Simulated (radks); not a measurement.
The mean radii <r> (bohr) of the occupied orbitals of an atom or ion are listed with their occupations. All-electron calculation, scalar-relativistic Kohn-Sham, PBE, spin-polarised, spherical densities, point nucleus. Program: a radial shooting solver on a logarithmic mesh with Libxc functionals.

| orbital | occ. | <r> |
|---|---|---|
| 1s up | 1 | 0.1112 |
| 1s down | 1 | 0.1111 |
| 2s up | 1 | 0.5468 |
| 2s down | 1 | 0.5494 |
| 2p up | 3 | 0.5050 |
| 2p down | 2 | 0.5088 |

Name the element and its charge. Open shells, if any, are filled with parallel spins first.

Answer. Z = 14, silicon, charge +5: Si5+ in [He] 2s2 2p5. The 1s radius gives Z: for a bare nucleus <r> = (2 gamma + 1)/(2Z) with gamma = sqrt(1 - (Z/c)^2), 0.1068 bohr for Z = 14, and screening makes it slightly larger (0.1112 here). The occupations add up to 9, and the charge is Z minus that.
